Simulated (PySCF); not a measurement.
Excitations are Tamm–Dancoff values on a coarser integration grid. The basis has no diffuse functions, so Rydberg states are missing or too high.

Z-matrix (Å, degrees):
```
C
C 1 1.3332
H 1 1.0856 2 122.49
H 2 1.0859 1 120.02 3 -178.75
S 2 1.7382 4 112.26 1 179.13
H 5 1.3434 2 97.11 4 -178.21
S 1 1.7488 3 117.10 2 175.70
S 7 2.0509 1 103.18 3 57.42
H 8 1.3479 7 98.71 1 82.69
```
Charge 0, multiplicity 1.

Task: What dipole moment, LUMO, S1 excitation (TDA), total energy and HOMO does ωB97X-D3(BJ)/def2-TZVP // PBE0-D3(BJ)/def2-TZVP (PySCF 2.14.0) give?

Result: 
```yaml
dipole_moment: 1.34 D
LUMO: 1.01 eV
S1 excitation (TDA): 4.72 eV
total_energy: -1273.3151 Ha
HOMO: -8.73 eV
```
